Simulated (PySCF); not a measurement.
A structure optimised at PBE-D3(BJ)/def2-SVP, used in a PySCF frequency run:

```xyz
9

Si     0.5635     0.0081     0.0000
Cl    -0.2775     1.9096     0.0000
C      0.0142    -0.8917    -1.4953
C     -0.3401    -1.4976    -2.5032
C      0.0142    -0.8917     1.4953
C     -0.3401    -1.4976     2.5032
H      2.0508     0.1573     0.0000
H     -0.6551    -2.0311    -3.3912
H     -0.6551    -2.0311     3.3912
```
Charge 0, spin multiplicity 1.

Task: Write its SMILES, formula and point group.

Result: C#C[SiH](Cl)C#C, C4H3ClSi, Cs

Task: What are its rotational constants (standard atomic weights)?

Result: 2.1997, 2.0472, 1.1546 GHz
